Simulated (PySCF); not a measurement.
C₃H₇ClSi, SMILES [SiH3]C/C=C\Cl.

Coordinates come from a B3LYP-D3(BJ)/def2-SVP optimisation. The structure was generated by enumeration; whether it is a known compound was not checked. Other conformers were not sampled.

Vertical ionisation energy (IE) and electron affinity (EA) in eV. Rows of orbital energies are one-electron estimates. Where ΔSCF, EOM or ADC give a negative EA the extra electron is unbound and the value depends on the basis.

```tsv
level	IE	EA
−ε(HOMO), −ε(LUMO), PBE0/def2-TZVP (PySCF)	?	?
−ε(HOMO), −ε(LUMO), PBE/def2-TZVP (PySCF)	5.92	1.17
```

Question: Fill in the missing entries. (Estimate from the structure and the level; the computed values follow.)

Answer: 
- −ε(HOMO), −ε(LUMO), PBE0/def2-TZVP (PySCF), IE: 7.03
- −ε(HOMO), −ε(LUMO), PBE0/def2-TZVP (PySCF), EA: 0.20
